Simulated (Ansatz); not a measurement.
Total energies of `[OH][Al]([OH])[SH]`.

Z-matrix (Å, degrees):
```
Al
O 1 1.687
S 1 2.166 2 116.5
O 1 1.690 2 125.9 3 -180.0
H 2 0.954 1 126.3 3 -180.0
H 3 1.345 1 91.4 2 -180.0
H 4 0.955 1 125.7 2 0.1
```

Charge 0, multiplicity 1. Geometry: relaxed with PBE0-D4/def2-TZVP. It is one conformer, not always the lowest. Basis def2-TZVPP, Ansatz 0.2.0.

RPA on PBE orbitals: Hartree–Fock energy of these orbitals -791.13946 Eh, correlation -1.15790 Eh (frozen core).

```tsv
functional	energy without D4 (Eh)	D4 term (kJ/mol)
BLYP	-793.11170	-27.7
r2SCAN	-793.00898	-3.0
PBE0	-792.71746	-10.9
B3LYP	-793.17587	-20.9
r2SCANh	-792.99553	-3.3
r2SCAN0	-792.97627	-3.6
HSE06 (plane-wave form)	-792.69735	-10.3
BHLYP	-793.06189	-17.5
LC-ωPBE	-792.84927	–
ωB97M-V	-793.05340	–
```

Problem. Give the same for LDA (SPW92), PBE, revPBE, B97M-V, CAM-B3LYP, ωB97X-V, B2PLYP, PBE-QIDH. (An estimate is asked.)

Solution. The calculation gave: 
```tsv
functional	energy without D4 (Eh)	D4 term (kJ/mol)
LDA (SPW92)	-789.62484	–
PBE	-792.66256	-12.9
revPBE	-792.95162	-34.6
B97M-V	-792.92605	–
CAM-B3LYP	-793.10606	-11.3
ωB97X-V	-792.97930	–
B2PLYP	-792.79964	–
PBE-QIDH	-792.52914	–
```

B3LYP takes the VWN-RPA correlation (the form of Gaussian; ORCA's B3LYP/G). HSE06 is the plane-wave form, built on full-range PBE exchange. The double hybrids freeze the cores in their second-order part.

LC-ωPBE has ω = 0.4 bohr⁻¹.
